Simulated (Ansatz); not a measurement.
A short molecular-dynamics run on CH6AlNSe, SMILES `[CH3][Al]([NH2])[SeH]`.

```yaml
crystal:
  periodic: [false, false, false]
  atoms:
    - {symbol: C, position_ang: [-1.202441, 0.777048, -0.485906]}
    - {symbol: Al, position_ang: [0.396587, -0.190701, 0.053319]}
    - {symbol: N, position_ang: [0.439004, -1.159536, 1.529539]}
    - {symbol: Se, position_ang: [2.377109, -0.166008, -1.175034]}
    - {symbol: H, position_ang: [-1.064840, 1.316283, -1.425536]}
    - {symbol: H, position_ang: [-1.491396, 1.505963, 0.277259]}
    - {symbol: H, position_ang: [-2.046548, 0.092849, -0.614382]}
    - {symbol: H, position_ang: [-0.337669, -1.267242, 2.161387]}
    - {symbol: H, position_ang: [1.232665, -1.680980, 1.863658]}
    - {symbol: H, position_ang: [1.780728, 0.721123, -2.181504]}
basis:
  gaussian: {orbitals: def2-SVP}
hamiltonian: {xc: {name: r2SCAN}}
md: {timestep: 1 fs, n_steps: 30, ensemble: nvt_nose_hoover, temperature: 700, initial_velocities: maxwell_boltzmann, seed: 169}
```

```sh
$ ansatz run in.yaml --threads 4 --pin off --events-out ev --progress --plain --max-ram 10444MiB
```

| step | time (fs) | potential energy (eV) | kinetic (eV) | T (K) | conserved (eV) |
| --- | --- | --- | --- | --- | --- |
| 0 | 0.0 | -74559.5669 | 0.7239 | 700 | -74558.8430 |
| 1 | 1.0 | -74559.5200 | 0.6805 | 658 | -74558.8395 |
| 2 | 2.0 | -74559.4255 | 0.5911 | 572 | -74558.8345 |
| 3 | 3.0 | -74559.3571 | 0.5233 | 506 | -74558.8338 |
| 4 | 4.0 | -74559.3287 | 0.4934 | 477 | -74558.8354 |
| 5 | 5.0 | -74559.3173 | 0.4808 | 465 | -74558.8366 |
| 6 | 6.0 | -74559.3018 | 0.4648 | 449 | -74558.8374 |
| 7 | 7.0 | -74559.2721 | 0.4359 | 422 | -74558.8366 |
| 8 | 8.0 | -74559.2424 | 0.4089 | 395 | -74558.8341 |
| 9 | 9.0 | -74559.2496 | 0.4165 | 403 | -74558.8339 |
| 10 | 10.0 | -74559.2957 | 0.4592 | 444 | -74558.8376 |
| 11 | 11.0 | -74559.3288 | 0.4901 | 474 | -74558.8401 |
| 12 | 12.0 | -74559.3109 | 0.4740 | 458 | -74558.8385 |
| 13 | 13.0 | -74559.2609 | 0.4274 | 413 | -74558.8356 |
| 14 | 14.0 | -74559.2203 | 0.3879 | 375 | -74558.8348 |
| 15 | 15.0 | -74559.2031 | 0.3703 | 358 | -74558.8355 |
| 16 | 16.0 | -74559.1976 | 0.3640 | 352 | -74558.8367 |
| 17 | 17.0 | -74559.1850 | 0.3511 | 340 | -74558.8374 |
| 18 | 18.0 | -74559.1586 | 0.3273 | 317 | -74558.8353 |
| 19 | 19.0 | -74559.1523 | 0.3243 | 314 | -74558.8324 |
| 20 | 20.0 | -74559.2037 | 0.3732 | 361 | -74558.8354 |
| 21 | 21.0 | -74559.2692 | 0.4336 | 419 | -74558.8411 |
| 22 | 22.0 | -74559.2691 | 0.4347 | 420 | -74558.8406 |
| 23 | 23.0 | -74559.2079 | 0.3793 | 367 | -74558.8356 |
| 24 | 24.0 | -74559.1563 | 0.3304 | 319 | -74558.8336 |
| 25 | 25.0 | -74559.1468 | 0.3197 | 309 | -74558.8354 |
| 26 | 26.0 | -74559.1544 | 0.3257 | 315 | -74558.8377 |
| 27 | 27.0 | -74559.1423 | 0.3135 | 303 | -74558.8385 |
| 28 | 28.0 | -74559.0985 | 0.2725 | 264 | -74558.8363 |
| 29 | 29.0 | -74559.0565 | 0.2344 | 227 | -74558.8330 |
| 30 | 30.0 | -74559.0638 | 0.2420 | 234 | -74558.8333 |

Velocities are drawn at the set temperature; a run this short doesn't reach equilibrium.

Frames (Å, forces in eV/Å):

```xyz
10
time=0.0 fs
C    -1.202    0.777   -0.486    0.274   -0.150    0.071
Al    0.397   -0.191    0.053    0.054    0.056   -0.121
N     0.439   -1.160    1.530   -0.009    0.168   -0.255
Se    2.377   -0.166   -1.175    0.042   -0.023    0.012
H    -1.065    1.316   -1.426   -0.001    0.172   -0.274
H    -1.491    1.506    0.277   -0.104    0.217    0.204
H    -2.047    0.093   -0.614   -0.258   -0.176   -0.044
H    -0.338   -1.267    2.161   -0.273   -0.075    0.279
H     1.233   -1.681    1.864    0.284   -0.223    0.176
H     1.781    0.721   -2.182   -0.008    0.034   -0.049
10
time=1.0 fs
C    -1.201    0.768   -0.488    0.832    1.223   -0.572
Al    0.401   -0.185    0.062    0.123    0.095   -0.405
N     0.436   -1.166    1.522    0.683    0.081   -0.455
Se    2.376   -0.167   -1.175   -0.100    0.223   -0.248
H    -1.098    1.322   -1.463    0.091   -0.317    0.663
H    -1.470    1.523    0.276   -0.106   -0.124   -0.092
H    -2.031    0.107   -0.632   -0.942   -0.708    0.049
H    -0.352   -1.244    2.125   -0.633   -0.222    0.728
H     1.244   -1.664    1.881   -0.104   -0.055    0.120
H     1.761    0.730   -2.189    0.155   -0.195    0.212
10
time=2.0 fs
C    -1.198    0.760   -0.491    1.032    2.124   -0.974
Al    0.406   -0.178    0.071    0.183    0.134   -0.681
N     0.434   -1.173    1.514    0.967   -0.076   -0.276
Se    2.375   -0.167   -1.176   -0.209    0.415   -0.445
H    -1.131    1.324   -1.495    0.244   -0.628    1.283
H    -1.450    1.538    0.274   -0.129   -0.433   -0.344
H    -2.025    0.113   -0.649   -1.300   -0.972    0.164
H    -0.372   -1.222    2.096   -0.572   -0.298    0.826
H     1.255   -1.648    1.899   -0.502    0.104    0.038
H     1.743    0.737   -2.194    0.286   -0.370    0.408
10
time=3.0 fs
C    -1.195    0.753   -0.495    0.709    2.305   -1.212
Al    0.411   -0.172    0.079    0.224    0.170   -0.936
N     0.433   -1.180    1.506    0.673   -0.183    0.187
Se    2.373   -0.168   -1.176   -0.270    0.531   -0.556
H    -1.161    1.321   -1.514    0.419   -0.744    1.539
H    -1.432    1.550    0.268   -0.186   -0.626   -0.473
H    -2.031    0.111   -0.665   -1.110   -0.823    0.350
H    -0.398   -1.203    2.074   -0.076   -0.337    0.594
H     1.260   -1.631    1.917   -0.750    0.174   -0.009
H     1.728    0.741   -2.196    0.368   -0.468    0.517
10
time=4.0 fs
C    -1.191    0.748   -0.500    0.027    1.862   -1.309
Al    0.416   -0.166    0.088    0.238    0.200   -1.159
N     0.432   -1.187    1.498    0.017   -0.180    0.668
Se    2.372   -0.168   -1.176   -0.274    0.565   -0.573
H    -1.188    1.310   -1.518    0.578   -0.680    1.444
H    -1.415    1.555    0.258   -0.269   -0.665   -0.454
H    -2.048    0.101   -0.677   -0.503   -0.382    0.585
H    -0.425   -1.188    2.059    0.566   -0.373    0.249
H     1.259   -1.613    1.936   -0.773    0.136    0.019
H     1.716    0.740   -2.192    0.392   -0.483    0.529
10
time=5.0 fs
C    -1.187    0.745   -0.505   -0.671    1.046   -1.177
Al    0.422   -0.160    0.095    0.228    0.219   -1.344
N     0.431   -1.195    1.491   -0.675   -0.084    0.957
Se    2.371   -0.168   -1.177   -0.218    0.513   -0.495
H    -1.208    1.293   -1.509    0.697   -0.443    0.997
H    -1.400    1.554    0.243   -0.368   -0.549   -0.291
H    -2.070    0.087   -0.684    0.196    0.103    0.794
H    -0.446   -1.176    2.045    1.041   -0.408   -0.009
H     1.250   -1.593    1.954   -0.584    0.015    0.124
H     1.708    0.735   -2.184    0.356   -0.412    0.445
10
time=6.0 fs
C    -1.183    0.743   -0.512   -1.142    0.059   -0.717
Al    0.427   -0.153    0.103    0.197    0.229   -1.491
N     0.429   -1.202    1.484   -1.152    0.042    1.000
Se    2.369   -0.169   -1.177   -0.104    0.383   -0.331
H    -1.223    1.272   -1.490    0.755   -0.037    0.197
H    -1.390    1.548    0.226   -0.466   -0.309   -0.024
H    -2.090    0.074   -0.683    0.743    0.457    0.915
H    -0.457   -1.168    2.032    1.179   -0.428   -0.091
H     1.236   -1.572    1.974   -0.271   -0.135    0.270
H     1.703    0.725   -2.171    0.260   -0.262    0.271
10
time=7.0 fs
C    -1.181    0.740   -0.519   -1.314   -0.916    0.045
Al    0.432   -0.147    0.109    0.157    0.230   -1.598
N     0.427   -1.209    1.478   -1.223    0.116    0.859
Se    2.368   -0.169   -1.178    0.061    0.189   -0.096
H    -1.229    1.250   -1.469    0.745    0.474   -0.838
H    -1.383    1.538    0.209   -0.541   -0.009    0.277
H    -2.102    0.065   -0.673    1.046    0.628    0.927
H    -0.457   -1.164    2.018    0.932   -0.420    0.019
H     1.219   -1.554    1.996    0.023   -0.244    0.377
H     1.701    0.713   -2.155    0.114   -0.048    0.027
10
time=8.0 fs
C    -1.179    0.737   -0.526   -1.228   -1.577    0.813
Al    0.438   -0.140    0.115    0.114    0.224   -1.666
N     0.424   -1.216    1.473   -0.799    0.082    0.659
Se    2.367   -0.169   -1.179    0.253   -0.037    0.171
H    -1.229    1.233   -1.456    0.689    0.889   -1.717
H    -1.382    1.529    0.194   -0.568    0.254    0.509
H    -2.105    0.063   -0.655    1.089    0.611    0.836
H    -0.448   -1.164    2.004    0.345   -0.378    0.291
H     1.202   -1.537    2.022    0.164   -0.265    0.352
H     1.700    0.701   -2.140   -0.060    0.197   -0.250
10
time=9.0 fs
C    -1.179    0.733   -0.533   -0.945   -1.559    1.130
Al    0.443   -0.134    0.121    0.071    0.209   -1.689
N     0.420   -1.223    1.468   -0.023   -0.048    0.536
Se    2.365   -0.169   -1.179    0.434   -0.241    0.408
H    -1.222    1.224   -1.459    0.623    0.938   -1.906
H    -1.386    1.522    0.184   -0.524    0.387    0.575
H    -2.097    0.066   -0.628    0.866    0.408    0.658
H    -0.436   -1.168    1.992   -0.400   -0.311    0.625
H     1.186   -1.523    2.052    0.118   -0.200    0.160
H     1.699    0.690   -2.126   -0.221    0.417   -0.498
10
time=10.0 fs
C    -1.179    0.727   -0.538   -0.474   -0.766    0.854
Al    0.448   -0.127    0.126    0.025    0.185   -1.667
N     0.417   -1.230    1.463    0.677   -0.201    0.626
Se    2.364   -0.169   -1.180    0.554   -0.359    0.545
H    -1.210    1.224   -1.481    0.540    0.556   -1.260
H    -1.395    1.519    0.179   -0.402    0.352    0.443
H    -2.081    0.073   -0.595    0.384    0.027    0.422
H    -0.427   -1.175    1.987   -0.955   -0.243    0.823
H     1.172   -1.511    2.082   -0.030   -0.100   -0.140
H     1.695    0.684   -2.118   -0.319    0.549   -0.646
10
time=11.0 fs
C    -1.180    0.721   -0.543    0.151    0.465    0.316
Al    0.454   -0.120    0.130   -0.033    0.153   -1.601
N     0.413   -1.238    1.459    0.857   -0.294    1.000
Se    2.363   -0.170   -1.180    0.577   -0.348    0.533
H    -1.192    1.230   -1.515    0.407   -0.030   -0.212
H    -1.408    1.519    0.179   -0.222    0.192    0.170
H    -2.062    0.081   -0.559   -0.267   -0.467    0.175
H    -0.428   -1.184    1.990   -0.999   -0.201    0.698
H     1.158   -1.500    2.112   -0.154   -0.020   -0.434
H     1.688    0.683   -2.115   -0.317    0.548   -0.645
10
time=12.0 fs
C    -1.181    0.715   -0.548    0.729    1.602   -0.115
Al    0.459   -0.113    0.134   -0.109    0.109   -1.496
N     0.411   -1.245    1.455    0.454   -0.292    1.543
Se    2.362   -0.170   -1.181    0.502   -0.210    0.374
H    -1.170    1.235   -1.551    0.216   -0.552    0.729
H    -1.424    1.521    0.181   -0.023   -0.003   -0.140
H    -2.045    0.084   -0.520   -0.834   -0.896   -0.040
H    -0.438   -1.195    1.999   -0.554   -0.183    0.267
H     1.142   -1.489    2.137   -0.169    0.009   -0.624
H     1.678    0.687   -2.119   -0.212    0.416   -0.498
10
time=13.0 fs
C    -1.181    0.711   -0.553    0.945    2.205   -0.282
Al    0.465   -0.106    0.137   -0.202    0.043   -1.355
N     0.408   -1.253    1.453   -0.237   -0.208    1.994
Se    2.360   -0.170   -1.181    0.364    0.010    0.119
H    -1.146    1.235   -1.580    0.000   -0.885    1.320
H    -1.439    1.523    0.181    0.154   -0.154   -0.397
H    -2.035    0.078   -0.482   -0.991   -1.024   -0.227
H    -0.454   -1.207    2.011    0.056   -0.170   -0.257
H     1.124   -1.478    2.157   -0.050   -0.015   -0.659
H     1.666    0.695   -2.128   -0.040    0.198   -0.255
10
time=14.0 fs
C    -1.180    0.708   -0.558    0.687    2.127   -0.148
Al    0.470   -0.099    0.140   -0.308   -0.052   -1.183
N     0.406   -1.261    1.452   -0.888   -0.066    2.147
Se    2.359   -0.171   -1.181    0.213    0.247   -0.161
H    -1.122    1.227   -1.596   -0.201   -1.007    1.518
H    -1.453    1.524    0.177    0.279   -0.215   -0.550
H    -2.036    0.063   -0.446   -0.632   -0.766   -0.428
H    -0.469   -1.222    2.020    0.521   -0.148   -0.665
H     1.106   -1.467    2.170    0.181   -0.078   -0.542
H     1.654    0.704   -2.139    0.150   -0.041    0.012
10
time=15.0 fs
C    -1.178    0.707   -0.563    0.171    1.520    0.282
Al    0.475   -0.092    0.142   -0.419   -0.176   -0.987
N     0.403   -1.268    1.452   -1.292    0.107    1.961
Se    2.358   -0.171   -1.182    0.088    0.451   -0.408
H    -1.100    1.209   -1.598   -0.359   -0.929    1.326
H    -1.464    1.522    0.168    0.336   -0.174   -0.583
H    -2.042    0.040   -0.414    0.008   -0.280   -0.655
H    -0.479   -1.238    2.023    0.693   -0.119   -0.851
H     1.090   -1.457    2.178    0.458   -0.153   -0.329
H     1.643    0.714   -2.150    0.316   -0.247    0.244
10
time=16.0 fs
C    -1.177    0.707   -0.568   -0.307    0.630    0.973
Al    0.480   -0.086    0.144   -0.531   -0.324   -0.777
N     0.399   -1.276    1.454   -1.320    0.284    1.522
Se    2.357   -0.171   -1.182    0.014    0.589   -0.585
H    -1.081    1.182   -1.587   -0.446   -0.663    0.736
H    -1.473    1.519    0.153    0.324   -0.031   -0.498
H    -2.048    0.015   -0.388    0.613    0.205   -0.865
H    -0.482   -1.255    2.018    0.542   -0.091   -0.789
H     1.078   -1.448    2.183    0.680   -0.211   -0.123
H     1.635    0.721   -2.158    0.430   -0.388    0.405
10
time=17.0 fs
C    -1.176    0.708   -0.572   -0.596   -0.345    1.854
Al    0.485   -0.079    0.146   -0.635   -0.485   -0.560
N     0.394   -1.284    1.457   -0.897    0.444    0.966
Se    2.356   -0.171   -1.183    0.002    0.649   -0.676
H    -1.067    1.148   -1.569   -0.445   -0.252   -0.211
H    -1.478    1.516    0.134    0.249    0.195   -0.317
H    -2.049   -0.009   -0.371    1.000    0.546   -1.005
H    -0.480   -1.272    2.005    0.096   -0.072   -0.499
H     1.073   -1.441    2.186    0.744   -0.230   -0.032
H     1.632    0.724   -2.163    0.482   -0.450    0.480
10
time=18.0 fs
C    -1.175    0.708   -0.575   -0.655   -1.181    2.689
Al    0.490   -0.072    0.148   -0.729   -0.646   -0.346
N     0.389   -1.291    1.460   -0.102    0.585    0.427
Se    2.355   -0.171   -1.183    0.053    0.627   -0.675
H    -1.057    1.113   -1.553   -0.369    0.174   -1.262
H    -1.480    1.514    0.112    0.130    0.464   -0.088
H    -2.040   -0.027   -0.363    1.119    0.689   -1.044
H    -0.478   -1.291    1.988   -0.518   -0.073   -0.067
H     1.075   -1.437    2.190    0.604   -0.211   -0.098
H     1.633    0.723   -2.163    0.467   -0.429    0.464
10
time=19.0 fs
C    -1.175    0.708   -0.575   -0.445   -1.566    3.006
Al    0.494   -0.066    0.149   -0.809   -0.798   -0.141
N     0.383   -1.298    1.464    0.737    0.721    0.032
Se    2.354   -0.172   -1.184    0.167    0.523   -0.583
H    -1.050    1.078   -1.549   -0.287    0.402   -1.885
H    -1.482    1.517    0.088    0.001    0.698    0.111
H    -2.020   -0.038   -0.365    0.960    0.614   -0.964
H    -0.480   -1.310    1.969   -1.018   -0.092    0.324
H     1.082   -1.434    2.192    0.309   -0.176   -0.258
H     1.638    0.718   -2.159    0.386   -0.326    0.357
10
time=20.0 fs
C    -1.175    0.706   -0.573    0.064   -1.269    2.448
Al    0.498   -0.060    0.150   -0.875   -0.936    0.049
N     0.378   -1.304    1.468    1.162    0.853   -0.125
Se    2.353   -0.171   -1.184    0.336    0.344   -0.407
H    -1.046    1.048   -1.563   -0.271    0.321   -1.637
H    -1.483    1.527    0.066   -0.099    0.790    0.198
H    -1.991   -0.044   -0.376    0.523    0.305   -0.767
H    -0.492   -1.330    1.954   -1.059   -0.111    0.472
H     1.093   -1.434    2.192   -0.028   -0.149   -0.400
H     1.647    0.710   -2.151    0.246   -0.149    0.170
10
time=21.0 fs
C    -1.175    0.703   -0.569    0.786   -0.366    1.256
Al    0.502   -0.054    0.152   -0.929   -1.058    0.220
N     0.374   -1.310    1.471    0.967    0.970   -0.093
Se    2.352   -0.171   -1.185    0.543    0.113   -0.171
H    -1.045    1.021   -1.593   -0.310    0.064   -0.690
H    -1.485    1.544    0.046   -0.141    0.663    0.132
H    -1.957   -0.047   -0.395   -0.142   -0.215   -0.482
H    -0.514   -1.352    1.944   -0.551   -0.103    0.334
H     1.103   -1.434    2.188   -0.289   -0.149   -0.431
H     1.659    0.701   -2.142    0.064    0.081   -0.076
10
time=22.0 fs
C    -1.174    0.700   -0.564    1.471    0.759    0.035
Al    0.506   -0.049    0.153   -0.972   -1.167    0.370
N     0.370   -1.315    1.475    0.353    1.068   -0.062
Se    2.352   -0.171   -1.186    0.756   -0.132    0.083
H    -1.047    0.994   -1.630   -0.335   -0.155    0.388
H    -1.489    1.567    0.027   -0.131    0.324   -0.049
H    -1.924   -0.052   -0.418   -0.845   -0.785   -0.179
H    -0.541   -1.374    1.936    0.229   -0.057    0.069
H     1.110   -1.436    2.180   -0.402   -0.179   -0.320
H     1.671    0.692   -2.133   -0.126    0.323   -0.334
10
time=23.0 fs
C    -1.173    0.698   -0.559    1.774    1.578   -0.824
Al    0.509   -0.044    0.155   -1.006   -1.266    0.499
N     0.367   -1.320    1.479   -0.322    1.161   -0.189
Se    2.351   -0.171   -1.187    0.926   -0.330    0.287
H    -1.052    0.966   -1.662   -0.301   -0.240    1.191
H    -1.494    1.594    0.007   -0.098   -0.117   -0.249
H    -1.899   -0.064   -0.444   -1.250   -1.078    0.060
H    -0.567   -1.397    1.930    0.910    0.008   -0.144
H     1.114   -1.440    2.169   -0.355   -0.233   -0.092
H     1.682    0.686   -2.127   -0.277    0.516   -0.537
10
time=24.0 fs
C    -1.170    0.696   -0.555    1.502    1.699   -1.267
Al    0.512   -0.040    0.157   -1.035   -1.358    0.609
N     0.363   -1.323    1.482   -0.781    1.265   -0.489
Se    2.350   -0.171   -1.188    1.007   -0.421    0.373
H    -1.060    0.935   -1.684   -0.209   -0.198    1.595
H    -1.500    1.619   -0.015   -0.076   -0.521   -0.385
H    -1.886   -0.087   -0.468   -1.127   -0.832    0.216
H    -0.583   -1.419    1.921    1.261    0.064   -0.217
H     1.114   -1.446    2.157   -0.199   -0.300    0.183
H     1.690    0.686   -2.127   -0.342    0.601   -0.619
10
time=25.0 fs
C    -1.165    0.696   -0.552    0.826    1.170   -1.394
Al    0.514   -0.036    0.159   -1.061   -1.439    0.703
N     0.359   -1.326    1.485   -0.839    1.384   -0.874
Se    2.350   -0.171   -1.188    0.978   -0.375    0.310
H    -1.069    0.903   -1.690   -0.076   -0.070    1.610
H    -1.506    1.640   -0.041   -0.081   -0.787   -0.414
H    -1.884   -0.118   -0.491   -0.608   -0.155    0.339
H    -0.588   -1.441    1.911    1.197    0.084   -0.132
H     1.112   -1.455    2.146   -0.035   -0.358    0.399
H     1.695    0.691   -2.133   -0.303    0.547   -0.547
10
time=26.0 fs
C    -1.160    0.697   -0.550    0.104    0.337   -1.262
Al    0.516   -0.032    0.161   -1.086   -1.505    0.779
N     0.354   -1.328    1.488   -0.390    1.513   -1.237
Se    2.349   -0.171   -1.189    0.859   -0.210    0.118
H    -1.080    0.870   -1.681    0.081    0.105    1.250
H    -1.514    1.653   -0.070   -0.122   -0.867   -0.335
H    -1.888   -0.150   -0.510   -0.021    0.594    0.468
H    -0.581   -1.463    1.900    0.721    0.048    0.093
H     1.110   -1.467    2.140    0.030   -0.386    0.466
H     1.697    0.701   -2.144   -0.176    0.373   -0.342
10
time=27.0 fs
C    -1.155    0.699   -0.549   -0.428   -0.503   -0.860
Al    0.518   -0.029    0.163   -1.110   -1.549    0.836
N     0.349   -1.329    1.490    0.482    1.638   -1.493
Se    2.349   -0.171   -1.190    0.693    0.016   -0.138
H    -1.090    0.838   -1.660    0.248    0.292    0.528
H    -1.522    1.657   -0.103   -0.196   -0.759   -0.167
H    -1.892   -0.177   -0.525    0.409    1.146    0.600
H    -0.567   -1.484    1.889   -0.044   -0.048    0.401
H     1.108   -1.483    2.138   -0.045   -0.368    0.360
H     1.697    0.715   -2.158   -0.009    0.136   -0.068
10
time=28.0 fs
C    -1.150    0.700   -0.548   -0.702   -1.192   -0.226
Al    0.519   -0.027    0.166   -1.128   -1.564    0.871
N     0.344   -1.328    1.490    1.392    1.713   -1.564
Se    2.349   -0.171   -1.190    0.527    0.243   -0.388
H    -1.097    0.808   -1.633    0.407    0.454   -0.458
H    -1.533    1.655   -0.138   -0.295   -0.496    0.052
H    -1.892   -0.193   -0.534    0.618    1.410    0.712
H    -0.553   -1.505    1.882   -0.766   -0.161    0.654
H     1.106   -1.503    2.139   -0.205   -0.306    0.141
H     1.698    0.730   -2.173    0.152   -0.101    0.205
10
time=29.0 fs
C    -1.146    0.700   -0.548   -0.732   -1.611    0.402
Al    0.520   -0.025    0.169   -1.133   -1.547    0.882
N     0.341   -1.327    1.490    1.796    1.653   -1.366
Se    2.348   -0.171   -1.191    0.394    0.424   -0.581
H    -1.101    0.783   -1.611    0.536    0.549   -1.400
H    -1.546    1.648   -0.172   -0.392   -0.155    0.271
H    -1.886   -0.195   -0.536    0.611    1.384    0.788
H    -0.547   -1.528    1.882   -1.006   -0.188    0.672
H     1.102   -1.526    2.142   -0.348   -0.217   -0.092
H     1.700    0.744   -2.185    0.274   -0.293    0.424
10
time=30.0 fs
C    -1.142    0.698   -0.547   -0.556   -1.624    0.613
Al    0.520   -0.024    0.173   -1.116   -1.498    0.867
N     0.338   -1.324    1.488    1.465    1.403   -0.910
Se    2.348   -0.171   -1.192    0.308    0.534   -0.690
H    -1.099    0.763   -1.603    0.610    0.555   -1.818
H    -1.563    1.639   -0.203   -0.441    0.144    0.430
H    -1.875   -0.184   -0.531    0.396    1.076    0.816
H    -0.551   -1.553    1.888   -0.615   -0.052    0.393
H     1.095   -1.550    2.144   -0.393   -0.128   -0.264
H     1.704    0.755   -2.194    0.342   -0.412    0.562
```

It took 36 s on 4 threads of an Intel Xeon 6975P-C on a shared host, with 0.21 GiB of host memory at the peak.
